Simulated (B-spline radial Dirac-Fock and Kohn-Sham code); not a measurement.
Tc⁶⁺ 4p1/2: cross section and angular parameters

System: the Tc⁶⁺ ion, configuration 1s2 2s2 2p6 3s2 3p6 3d10 4s2 4p6 4d1; threshold 135.6 eV (orbital energy of the model). These are calculated numbers from a radial atomic solver; the model is Dirac-Hartree-Slater photoionisation with a Latter tail; cross sections with all multipoles, angular parameters from the dipole term and its interference with E2.

Input file task.json (cfg lists n, l and occupation; rrms is the nuclear radius in fm):

```json
{"items": [{
  "Z": 43,
  "q": 6,
  "cfg": [[1, 0, 2], [2, 0, 2], [2, 1, 6], [3, 0, 2], [3, 1, 6], [3, 2, 10], [4, 0, 2], [4, 1, 6], [4, 2, 1]],
  "A": 97,
  "rrms": 4.4112,
  "do": "xps",
  "hv": [53.9, 57.8, 70.1, 80, 94.6, 99.1, 113.0, 200, 257.0, 300, 417.0, 450.0, 600, 662.0, 800, 947.0, 1320.0, 1450.0, 1540.0, 1560.0, 1740.0, 2984.4, 7210.0, 8047.8, 8980.0, 9610.0, 10800.0, 11200.0, 11500.0, 12000]
}]}
```

Run with: `python xray2_run.py task.json out`

For linearly polarised light dσ/dΩ = σ/(4π) [1 + β P₂(cos θ) + (δ + γ cos²θ) sin θ cos φ], with θ from the polarisation vector and φ the angle between the beam and the projection of the electron momentum on the plane normal to the polarisation.

| hν (eV) | σ (kb) | β | γ | δ |
| --- | --- | --- | --- | --- |
| 200 | 124 | 0.726 | 0.090 | 0.036 |
| 257 | 104 | 1.122 | 0.195 | 0.021 |
| 300 | 89.4 | 1.287 | 0.213 | 0.013 |
| 417 | 60.4 | 1.505 | 0.154 | 0.004 |
| 450 | 54.7 | 1.538 | 0.134 | 0.002 |
| 600 | 36.6 | 1.629 | 0.049 | 0.000 |
| 662 | 31.6 | 1.649 | 0.026 | 0.000 |
| 800 | 23.5 | 1.673 | -0.009 | -0.001 |
| 947 | 17.7 | 1.681 | -0.022 | 0.000 |
| 1320 | 9.72 | 1.672 | 0.010 | 0.001 |
| 1450 | 8.12 | 1.665 | 0.033 | 0.001 |
| 1540 | 7.22 | 1.659 | 0.052 | 0.001 |
| 1560 | 7.04 | 1.657 | 0.056 | 0.001 |
| 1740 | 5.66 | 1.644 | 0.097 | 0.002 |
| 2984.4 | 1.75 | 1.545 | 0.410 | 0.012 |
| 7210 | 0.185 | 1.282 | 1.168 | 0.064 |
| 8047.8 | ? | ? | ? | ? |
| 8980 | 0.100 | 1.201 | 1.374 | 0.089 |
| 9610 | 0.0824 | 1.175 | 1.437 | 0.098 |
| 10800 | 0.0587 | 1.129 | 1.545 | 0.115 |
| 11200 | 0.0528 | 1.115 | 1.578 | 0.121 |
| 11500 | 0.0488 | 1.104 | 1.602 | 0.125 |
| 12000 | 0.0430 | 1.087 | 1.641 | 0.132 |

**Question.** Give the values at Cu Kα (8047.8 eV).

**Answer.** σ = 0.136 kb, β = 1.242, γ = 1.271, δ = 0.076.
